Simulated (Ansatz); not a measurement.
Na3Cl2. Total charge 0; doublet. Geometry PBE0-D4/def2-SVP.

```xyz
5

Na    1.2164    0.5257    1.4059
Na    0.5047    0.4839   -1.7960
Na   -1.6501   -0.9655    0.3705
Cl   -0.9037    1.5280    0.1812
Cl    0.8327   -1.5721   -0.1616
```

B3LYP takes the VWN-RPA correlation. Another isomer (doublet) lies 0.15 eV lower at PBE0-D4/def2-TZVP; other spin states weren't run for this one.

(1) Estimate the α-spin orbital energies around the gap (eV) in Ansatz with PBE-D4/def2-TZVP, B3LYP-D4/def2-TZVP, PBE0-D4/def2-SVP, PBE0-D4/def2-TZVP, ωB97M-V/def2-TZVP.

## Answers

(1) 
| orbital | PBE-D4/def2-TZVP | B3LYP-D4/def2-TZVP | PBE0-D4/def2-SVP | PBE0-D4/def2-TZVP | ωB97M-V/def2-TZVP |
| --- | --- | --- | --- | --- | --- |
| HOMO−13 | -28.53 | -31.46 | -32.04 | -31.96 | -34.50 |
| HOMO−12 | -28.50 | -31.45 | -32.03 | -31.95 | -34.49 |
| HOMO−11 | -28.48 | -31.43 | -32.00 | -31.92 | -34.47 |
| HOMO−10 | -28.47 | -31.42 | -32.00 | -31.92 | -34.46 |
| HOMO−9 | -28.46 | -31.41 | -31.99 | -31.91 | -34.45 |
| HOMO−8 | -18.41 | -20.39 | -20.76 | -20.93 | -23.66 |
| HOMO−7 | -18.25 | -20.23 | -20.58 | -20.76 | -23.48 |
| HOMO−6 | -7.45 | -8.56 | -8.74 | -8.89 | -11.30 |
| HOMO−5 | -7.11 | -8.17 | -8.37 | -8.48 | -10.82 |
| HOMO−4 | -7.08 | -8.14 | -8.33 | -8.44 | -10.78 |
| HOMO−3 | -6.84 | -7.89 | -8.07 | -8.19 | -10.48 |
| HOMO−2 | -6.80 | -7.85 | -8.03 | -8.15 | -10.44 |
| HOMO−1 | -6.36 | -7.43 | -7.56 | -7.72 | -9.97 |
| HOMO | -2.54 | -2.79 | -2.76 | -2.81 | -3.54 |
| LUMO | -1.85 | -1.55 | -1.39 | -1.44 | -0.29 |
| LUMO+1 | -1.79 | -1.50 | -1.33 | -1.38 | -0.25 |
| LUMO+2 | -0.80 | -0.36 | 0.00 | -0.32 | 0.94 |
| LUMO+3 | -0.71 | -0.29 | 0.10 | -0.25 | 0.94 |
| LUMO+4 | -0.25 | 0.09 | 0.76 | 0.19 | 1.21 |
| LUMO+5 | 0.42 | 0.81 | 1.79 | 0.88 | 1.67 |
| β HOMO | -6.34 | -7.40 | -7.53 | -7.69 | -9.93 |
| β LUMO | -2.03 | -1.81 | -1.46 | -1.46 | -0.07 |
